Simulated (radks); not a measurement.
Values are calculated unless marked as measured or tabulated.
Br, configuration [Ar] 3d10 4s2 4p5.

Level of theory: Dirac Kohn-Sham, BLYP, spin-unpolarised, spherical densities, finite nucleus; open shells fill j = l - 1/2 first; Fermi nuclear charge, rms radius 4.1629 fm (a radial shooting solver on a logarithmic mesh with Libxc functionals).

Energy parts (eV):
total: -70940.477
kinetic: 72747.125
electron-nucleus: -171329.519
Hartree: 30162.764
exchange-correlation: -2520.847

Orbitals (lengths in bohr, moments of r in powers of bohr; r(max) is where P^2 peaks):
| orbital | occ. | eigenvalue (eV) | r(max) |
|---|---|---|---|
| 1s1/2 | 2 | -13316.26 | 0.02791 |
| 2s1/2 | 2 | -1732.455 | 0.1593 |
| 2p1/2 | 2 | -1560.386 | 0.1252 |
| 2p3/2 | 4 | -1512.847 | 0.1284 |
| 3s1/2 | 2 | -237.5612 | 0.4841 |
| 3p1/2 | 2 | -177.7628 | 0.4752 |
| 3p3/2 | 4 | -170.9183 | 0.4839 |
| 3d3/2 | 4 | -67.1692 | 0.4289 |
| 3d5/2 | 6 | -66.0831 | 0.4316 |
| 4s1/2 | 2 | -19.9920 | 1.414 |
| 4p1/2 | 2 | -8.0238 | 1.639 |
| 4p3/2 | 3 | -7.5229 | 1.674 |

The highest occupied level is 4p3/2 at -7.523 eV. The density falls to 0.001 e/bohr^3 at r = 4.18 bohr. Summed over all electrons, <r^2> = 40.39 bohr^2, which gives a Langevin (diamagnetic) susceptibility term of -32 x 10^-6 cm^3/mol.
